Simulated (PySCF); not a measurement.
CH4N2OSi, SMILES N#CO[SiH2]N. The structure is a stationary point at PBE-D3(BJ)/def2-SVP. The structure was generated by enumeration, and PubChem lists no compound with its InChIKey, so it may never have been made. The values are those of a single conformer.

Computed equilibrium geometry at PBE-D3(BJ)/def2-SVP (PySCF confirms it by a frequency run) as a Z-matrix, and its point group (one conformer of several):
point group Cs.
```
Si
N 1 1.7087
H 2 1.0219 1 121.41
H 2 1.0219 3 111.74 1 154.29
O 1 1.7561 2 110.13 3 75.91
C 5 1.2887 1 124.21 2 180.00
N 6 1.1786 1 149.11 2 180.00
H 1 1.4937 2 110.18 3 -168.10
H 1 1.4937 8 115.07 5 115.87
```
Charge 0, spin multiplicity 1.
